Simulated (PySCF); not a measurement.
C₃H₄BF₃, SMILES F/C=C(/C)B(F)F.

Coordinates come from a ωB97X-D3(BJ)/def2-SVP optimisation. The structure was generated by enumeration; whether it is a known compound was not checked. Other conformers were not sampled.

Two levels are set side by side: PBE/def2-TZVP (PySCF) and B3LYP/def2-TZVP (PySCF). Same geometry, gas phase. Differences are taken from unrounded values.

| quantity | B3LYP |
|---|---|
| orbital gap (eV) | 6.11 |
| highest occupied level (eV) | -7.64 |
| lowest empty level (eV) | -1.53 |
| dipole moment (D) | 2.73 |
| mean polarisability (bohr³) | 50.2 |

### Question
What does PBE give, and how far is it from B3LYP? (The exact figures need the calculation; the answer reports its results.)

### Answer

| quantity | PBE | PBE minus B3LYP |
|---|---|---|
| orbital gap (eV) | 4.41 | -1.70 |
| highest occupied level (eV) | -6.63 | 1.01 |
| lowest empty level (eV) | -2.22 | -0.69 |
| dipole moment (D) | 2.56 | -0.17 |
| mean polarisability (bohr³) | 51.9 | 1.7 |

PBE's occupied levels lie high since its potential decays too fast outside the molecule; exact exchange lowers them and widens the gap. Loosely held outer electrons make PBE densities more polarisable. Differences between two approximate levels are no errors against the true value.

Rough cost on one machine, each run with all the roots and properties that it gave: B3LYP against PBE within a factor of 2.
